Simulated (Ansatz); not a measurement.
One change: `CC[Si]C` becomes `CC[Si]N`.

Ansatz, PBE0-D4/def2-TZVP geometries, multiplicity 1. Each molecule was computed in one conformer, which needn't be the lowest.

```
                               property  `CC[Si]C`
HOMO–LUMO gap (ωB97M-V/def2-TZVPP) / eV       7.88
     HOMO energy (PBE0/def2-TZVPP) / eV      -5.84
  HOMO energy (ωB97M-V/def2-TZVPP) / eV      -7.92
  HOMO–LUMO gap (B3LYP/def2-TZVPP) / eV       3.48
      LUMO energy (PBE/def2-TZVPP) / eV      -2.85
     LUMO energy (PBE0/def2-TZVPP) / eV      -2.00
```

Q: Give the same properties after the change, and the shifts. (Best estimate.)

A: Computed: 
```json
{"property": "HOMO–LUMO gap (ωB97M-V/def2-TZVPP) / eV", "`CC[Si]N`": "8.98", "shift": "1.10"}
{"property": "HOMO energy (PBE0/def2-TZVPP) / eV", "`CC[Si]N`": "-5.92", "shift": "-0.08"}
{"property": "HOMO energy (ωB97M-V/def2-TZVPP) / eV", "`CC[Si]N`": "-8.02", "shift": "-0.10"}
{"property": "HOMO–LUMO gap (B3LYP/def2-TZVPP) / eV", "`CC[Si]N`": "4.58", "shift": "1.10"}
{"property": "LUMO energy (PBE/def2-TZVPP) / eV", "`CC[Si]N`": "-1.82", "shift": "1.03"}
{"property": "LUMO energy (PBE0/def2-TZVPP) / eV", "`CC[Si]N`": "-0.99", "shift": "1.01"}
```

With PBE0 the HOMO falls by 0.08 eV and the LUMO rises by 1.01 eV, so the gap widens by about 1.09 eV. PBE moves the HOMO by -0.06 eV and ωB97M-V by -0.10 eV. The zero-point energy changes by -21.6 kJ/mol with -3 modes.

B3LYP here is the variant with VWN-RPA as its local correlation; programs differ in this.
